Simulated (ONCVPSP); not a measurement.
## u(r) = r·R(r): atom against pseudo-atom (lithium (Li))

Columns: radius, all-electron u(r) and pseudo u(r) of the 2s shell (level -2.87 eV) of lithium in the configuration [He] 2s1; PBE, scalar-relativistic, ONCV scheme, ONCVPSP 4.0.1.

| r (bohr) | all-electron | pseudo |
| --- | --- | --- |
| 0.145 | -0.1514 | 0.0187 |
| 0.290 | -0.1886 | 0.0385 |
| 0.435 | -0.1670 | 0.0601 |
| 0.580 | -0.1159 | 0.0838 |
| 0.725 | -0.0515 | 0.1099 |
| 0.870 | 0.0171 | 0.1386 |
| 1.015 | 0.0850 | 0.1703 |
| 1.160 | 0.1492 | 0.2046 |
| 1.305 | 0.2084 | 0.2405 |
| 1.450 | 0.2616 | 0.2769 |
| 1.595 | 0.3087 | 0.3133 |
| 1.740 | 0.3498 | 0.3489 |
| 1.885 | 0.3860 | 0.3832 |
| 2.030 | 0.4178 | 0.4150 |
| 2.175 | 0.4448 | 0.4431 |
| 2.320 | 0.4673 | 0.4666 |
| 2.465 | 0.4853 | 0.4851 |
| 2.610 | 0.4991 | 0.4991 |
| 2.755 | 0.5092 | 0.5092 |
| 2.900 | 0.5156 | 0.5156 |
| 3.045 | 0.5189 | 0.5189 |
| 3.190 | 0.5192 | 0.5192 |
| 3.335 | 0.5168 | 0.5168 |
| 3.480 | 0.5121 | 0.5121 |
| 3.625 | 0.5054 | 0.5054 |
| 3.770 | 0.4968 | 0.4968 |

(1) How many radial nodes do the two functions have?

(2) At about which radius was the pseudo-wave matched?

(3) Is the pseudo-wave norm-conserving?

## Answers

(1) The all-electron 2s function has n − l − 1 = 1; the pseudo-wave has 0, since the states of the same l below it are removed with the core.

(2) 2.90 bohr. The columns agree to 0.0005 from 2.46 bohr on; several derivatives are matched, so the curves merge somewhat inside the radius.

(3) Yes: the ONCV scheme keeps the norm inside the radius equal to the all-electron one, which fixes the energy derivative of the logarithmic derivative at the level.
